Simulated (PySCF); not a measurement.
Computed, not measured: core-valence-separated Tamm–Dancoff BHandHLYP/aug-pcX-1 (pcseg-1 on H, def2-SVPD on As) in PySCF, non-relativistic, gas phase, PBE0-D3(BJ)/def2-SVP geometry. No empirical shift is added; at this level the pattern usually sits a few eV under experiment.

Main lines of an unknown, eV (oscillator strength): C K: 285.2 (0.010), 285.4 (0.023), 285.4 (0.011), 285.5 (0.042), 285.7 (0.040). Listed: the first five lines at most of each edge with a tenth or more of its strongest line's intensity; roots within 0.03 eV on the same or equivalent atoms are summed. Only the lowest roots were sought, and the top ones are left out.

Question: Which candidate gives them?
A. `CC(C)(C)[AsH]C`
B. `CC(C)(C)C[AsH2]`

Answer: A. 

- `C[AsH]C(C)(C)C`: C K: 285.2 (0.010), 285.4 (0.023), 285.4 (0.011), 285.5 (0.042), 285.7 (0.040). First C line listed at 285.2 eV, hole on the methyl carbon.
- `CC(C)(C)C[AsH2]`: C K: 285.0 (0.039), 285.2 (0.011), 285.3 (0.011), 285.3 (0.011), 285.7 (0.024). First C line listed at 285.0 eV, hole on the chain CH2 carbon.

One conformer each; other structures than these candidates weren't tested.

Shape of the structure used: `[CH3:1][AsH:2][C:3]([CH3:4])([CH3:5])[CH3:6]`: C1–As2–C3–C4 -77°.
